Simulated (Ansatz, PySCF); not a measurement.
C₄H₉Al, SMILES C=C[CH2][AlH][CH3]. Atoms are numbered in the order given.

```xyz
14

Al     0.7466    -0.1389     0.3899
C     -0.5479    -1.3873    -0.5207
C     -1.0376    -0.1004    -1.0394
C     -0.3478     0.7415    -1.8609
H     -1.2860    -1.9690     0.0408
H      0.0082    -1.9988    -1.2445
H     -1.9369     0.3075    -0.5580
H      0.5409     0.4115    -2.4081
H     -0.7203     1.7453    -2.0760
H      2.1918    -0.1294    -0.2555
C      0.2647     0.8452     2.0162
H      0.6275     1.8867     1.9891
H      0.7226     0.3745     2.9047
H     -0.8242     0.8711     2.1883
```
Charge 0, spin multiplicity 1.

The structure is a stationary point at B3LYP-D3(BJ)/def2-SVP. The structure was generated by enumeration; whether it is a known compound was not checked. One conformer was computed; it need not be the lowest.

Two levels are set side by side: PBE-D3(BJ)/def2-SVP (Ansatz, a program for electronic structure) and B3LYP-D3(BJ)/def2-SVP (Ansatz). Each level has its own optimised geometry; the coordinates shown are those of the second. Frequencies come from the Hessian of PySCF at each geometry. Differences are taken from unrounded values.

```json
[
 {"quantity": "mean bond length (Å)", "B3LYP-D3(BJ)": "1.391", "PBE-D3(BJ)": "1.400", "PBE-D3(BJ) minus B3LYP-D3(BJ)": "0.010"},
 {"quantity": "bond Al1–C2 (Å)", "B3LYP-D3(BJ)": "2.016", "PBE-D3(BJ)": "2.207", "PBE-D3(BJ) minus B3LYP-D3(BJ)": "0.191"},
 {"quantity": "bond Al1–C3 (Å)", "B3LYP-D3(BJ)": "2.286", "PBE-D3(BJ)": "2.156", "PBE-D3(BJ) minus B3LYP-D3(BJ)": "-0.130"},
 {"quantity": "bond Al1–C11 (Å)", "B3LYP-D3(BJ)": "1.961", "PBE-D3(BJ)": "1.968", "PBE-D3(BJ) minus B3LYP-D3(BJ)": "0.007"},
 {"quantity": "bond C2–C3 (Å)", "B3LYP-D3(BJ)": "1.471", "PBE-D3(BJ)": "1.417", "PBE-D3(BJ) minus B3LYP-D3(BJ)": "-0.055"},
 {"quantity": "bond C3–C4 (Å)", "B3LYP-D3(BJ)": "1.364", "PBE-D3(BJ)": "1.417", "PBE-D3(BJ) minus B3LYP-D3(BJ)": "0.054"},
 {"quantity": "bond Al1–H10 (Å)", "B3LYP-D3(BJ)": "1.583", "PBE-D3(BJ)": "1.596", "PBE-D3(BJ) minus B3LYP-D3(BJ)": "0.013"},
 {"quantity": "bond C2–H5 (Å)", "B3LYP-D3(BJ)": "1.095", "PBE-D3(BJ)": "1.099", "PBE-D3(BJ) minus B3LYP-D3(BJ)": "0.005"},
 {"quantity": "bond C2–H6 (Å)", "B3LYP-D3(BJ)": "1.099", "PBE-D3(BJ)": "1.103", "PBE-D3(BJ) minus B3LYP-D3(BJ)": "0.005"},
 {"quantity": "bond C3–H7 (Å)", "B3LYP-D3(BJ)": "1.099", "PBE-D3(BJ)": "1.108", "PBE-D3(BJ) minus B3LYP-D3(BJ)": "0.009"},
 {"quantity": "bond C4–H8 (Å)", "B3LYP-D3(BJ)": "1.095", "PBE-D3(BJ)": "1.103", "PBE-D3(BJ) minus B3LYP-D3(BJ)": "0.009"},
 {"quantity": "bond C4–H9 (Å)", "B3LYP-D3(BJ)": "1.092", "PBE-D3(BJ)": "1.099", "PBE-D3(BJ) minus B3LYP-D3(BJ)": "0.007"},
 {"quantity": "bond C11–H12 (Å)", "B3LYP-D3(BJ)": "1.103", "PBE-D3(BJ)": "1.110", "PBE-D3(BJ) minus B3LYP-D3(BJ)": "0.007"},
 {"quantity": "bond C11–H13 (Å)", "B3LYP-D3(BJ)": "1.105", "PBE-D3(BJ)": "1.110", "PBE-D3(BJ) minus B3LYP-D3(BJ)": "0.006"},
 {"quantity": "bond C11–H14 (Å)", "B3LYP-D3(BJ)": "1.103", "PBE-D3(BJ)": "1.110", "PBE-D3(BJ) minus B3LYP-D3(BJ)": "0.007"},
 {"quantity": "highest harmonic wavenumber (cm⁻¹)", "B3LYP-D3(BJ)": "3241", "PBE-D3(BJ)": "3179", "PBE-D3(BJ) minus B3LYP-D3(BJ)": "-62"},
 {"quantity": "mean harmonic wavenumber (cm⁻¹)", "B3LYP-D3(BJ)": "1362", "PBE-D3(BJ)": "1328", "PBE-D3(BJ) minus B3LYP-D3(BJ)": "-35"},
 {"quantity": "zero-point energy (kcal/mol)", "B3LYP-D3(BJ)": "70.11", "PBE-D3(BJ)": "68.33", "PBE-D3(BJ) minus B3LYP-D3(BJ)": "-1.79"}
]
```

GGA bonds tend to be longer and softer than those of functionals with exact exchange. Differences between two approximate levels are no errors against the true value.
